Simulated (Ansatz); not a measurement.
Gas-phase electronic energies from Ansatz, PBE0-D4/def2-TZVP geometries. CCSD(T)/CBS is the MP2 limit (def2-TZVPP, def2-QZVPP) plus CCSD(T) − MP2 in def2-TZVPP, frozen cores. This one scheme is used for every species. DFT in def2-TZVPP. B3LYP here is the variant with VWN-RPA as its local correlation; programs differ in this. One conformer a species, not always the lowest.

Reaction (hydrogenolysis of the Si–Si bond): `O[SiH2][SiH]([SiH3])S` + H₂ → `[SiH3][SiH2]S` + `O[SiH3]`

`O[SiH2][SiH]([SiH3])S`:

```xyz
13

O     1.946   -0.471   -1.881
Si    0.568    0.367   -1.501
Si    0.331    0.076    0.806
Si   -1.868    0.436    1.510
S     0.800   -1.984    1.196
H     2.182   -0.555   -2.806
H     0.684    1.804   -1.882
H    -0.611   -0.192   -2.224
H     1.243    0.997    1.544
H    -2.032    0.052    2.937
H    -2.208    1.877    1.359
H    -2.802   -0.370    0.680
H     1.766   -2.039    0.261
```

H₂:

```xyz
2

H    -0.293    0.034    0.228
H     0.293   -0.034   -0.228
```

`[SiH3][SiH2]S`:

Cartesian coordinates in Å:
```
Si 0.346 0.905 1.211
Si 0.224 -0.557 -0.610
S -1.823 -0.549 -1.246
H -0.079 2.268 0.799
H 1.747 0.961 1.708
H -0.539 0.428 2.306
H 1.121 -0.104 -1.707
H 0.648 -1.927 -0.213
H -1.647 -1.427 -2.248
```

`O[SiH3]`:

Z-matrix (Å, degrees):
```
Si
O 1 1.648
H 1 1.489 2 111.7
H 1 1.489 2 111.7 3 120.9
H 1 1.481 2 105.9 3 -119.6
H 2 0.957 1 117.9 3 -60.5
```

(1) Is it downhill or uphill in electronic energy at CCSD(T)/CBS, and by how much? (Best estimate.)

(2) What do these levels give: PBE-D4, PBE0-D4, B3LYP-D4, B2PLYP, r2SCAN, PBE0, B3LYP, HF/def2-TZVPP, MP2/def2-TZVPP, CCSD/def2-TZVPP, CCSD(T)/def2-TZVPP, HF/CBS(def2)? (Best estimate.)

Largest T1 diagnostic among the species: 0.013.

Results:

(1) Computed: Downhill: ΔE = -0.16 eV.

(2) Computed: PBE-D4 0.02, PBE0-D4 -0.05, B3LYP-D4 -0.13, B2PLYP -0.26, r2SCAN -0.12, PBE0 -0.16, B3LYP -0.31, HF/def2-TZVPP -0.56, MP2/def2-TZVPP -0.17, CCSD/def2-TZVPP -0.27, CCSD(T)/def2-TZVPP -0.20, HF/CBS(def2) -0.58 eV.

In def2-TZVPP, CCSD(T) changes the Hartree–Fock value by +0.37 eV (the triples alone add +0.07 eV) and MP2 by +0.39 eV. From PBE to PBE0 (25 % exact exchange), in def2-TZVPP and without D4, ΔE moves by −0.07 eV.
